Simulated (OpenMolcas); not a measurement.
Nb3+ with 4 ligands (chloride) in tetrahedral coordination (Td). A charge of +0.25 e stands 2.6 Å behind each ligand. Ligand basis ANO-RCC-VDZP.

```yaml
Program: OpenMolcas
Method: CASSCF
Basis: ANO-RCC-VDZP [6s5p3d1f]
Scalar_Hamiltonian: DKH2, point nucleus
Active_space: 2 electrons in 5 orbitals (4d)
State_averaging: 2S+1 = 3 even, 10 roots; 2S+1 = 1 even, 15 roots
Spin-orbit_coupling: RASSI with atomic mean-field integrals over the reference wave functions
```

All ligands move together. At R = 2.35 Å the first state of the same spin is 8020 cm-1, and at R = 2.48 Å it is 6769 cm-1.

Question: A third run gives 8420 cm-1. What distance was it run at?

Answer: With a power law R^-n the two known points give n = -ln(6769 / 8020) / ln(2.48 / 2.35) = 3.15. Then R = 2.35 × (8020 / 8420)^(1/3.15) = 2.314 Å. The run was at 2.31 Å, so the estimate is off by +0.004 Å.

Without dynamic correlation the repulsion within the d shell is too large (B by tens of per cent), so at a given field states of lower spin stand too high. With metal d orbitals alone the field can be off either way by tens of per cent. Ligand-to-metal charge-transfer states are missing. With no ligand orbital active B as a rule stays too high, so bands that hang on it stand too high and its fall with covalency is understated. The least metal-like active orbital is 75 % on the metal (Löwdin) and no ligand orbital is active, so the numbers are rough (holds for R = 2.31). The least metal-like active orbital is 77 % on the metal (Löwdin) and no ligand orbital is active, so the numbers are rough (holds for R = 2.35). The least metal-like active orbital is 82 % on the metal (Löwdin) and no ligand orbital is active, so the numbers are rough (holds for R = 2.48). No measured value stands beside these numbers; the geometry is a model, was not optimised and need not be the one that this ion takes.
